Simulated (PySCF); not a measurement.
**Al²⁺: excitation energy**

Al²⁺ [Ne] 3s1 (2S) → Al²⁺ [Ne] 3p1 (2P), as a difference of total energies. All numbers are calculated (PySCF 2.14, no relativity, point nucleus, in aug-cc-pwCVDZ (6s5p3d, 36 functions)). Correlated levels: valence and next inner shell: 1s2 frozen. The calculations carry no spin-orbit coupling.

| method | excitation energy (eV) |
| --- | --- |
| UHF | 6.537 |
| MP2 (valence and next inner shell) | 6.662 |
| SCS-MP2 (valence and next inner shell) | 6.638 |
| CCSD (valence and next inner shell) | 6.665 |
| CCSD(T) (valence and next inner shell) | 6.666 |

How much does correlation contribute at CCSD(T) (valence and next inner shell)?

6.666 − (6.537) = 0.129 eV, measured against UHF.

A first-order spin-orbit estimate (lowest level to lowest level, LS coupling) adds -0.015 eV.
